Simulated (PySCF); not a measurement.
# Al+: excitation energy

Al+ [Ne] 3s2 (1S) → Al+ [Ne] 3s1 3p1, s spin flipped, as a difference of total energies. All numbers are calculated (PySCF 2.14, scalar relativity by spin-free X2C-1e, in aug-cc-pCVTZ-DK (8s7p5d3f, 75 functions)). Correlated levels: valence and next inner shell: 1s2 frozen. The calculations carry no spin-orbit coupling.

```
                                method  excitation energy (eV)
                                   UHF                   5.611
    MP2 (valence and next inner shell)                   5.805
SCS-MP2 (valence and next inner shell)                   5.798
```

How much does correlation contribute at MP2 (valence and next inner shell)?

5.805 − (5.611) = 0.194 eV, measured against UHF.

The upper determinant mixes two multiplicities, so it lies between the two terms.

The coupled-cluster amplitudes are large for the upper state (T1 above 0.03 or a double amplitude above 0.15), so a single reference is strained.
